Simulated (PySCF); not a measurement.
A calculated (B97-3, PySCF 2.14, x2c-TZVPPall with one added diffuse shell each of s, p, d type, scalar relativity by spin-free X2C-1e) atom or ion has these occupied shells.

```tsv
shell	electrons	orbital energy (eV)	rms radius, mean of both spins (bohr)
1s α	1	-10289.0	0.0560
1s β	1	-10288.8	0.0560
2s α	1	-1294.2	0.236
2s β	1	-1294.1	0.236
2p α	3	-1126.7	0.211
2p β	3	-1126.6	0.211
3s α	1	-166.71	0.699
3s β	1	-166.48	0.699
3p α	3	-115.66	0.737
3p β	3	-115.49	0.737
3d α	5	-32.827	0.908
3d β	5	-32.599	0.908
4s α	1	-19.127	2.35
4p α	1	-11.547	3.00
```

Q: Name the element and its charge.

A: Ga⁺ (gallium, charge +1), in [Ar] 3d10 4s1 4p1, high-spin 3P determinant (an excited configuration).
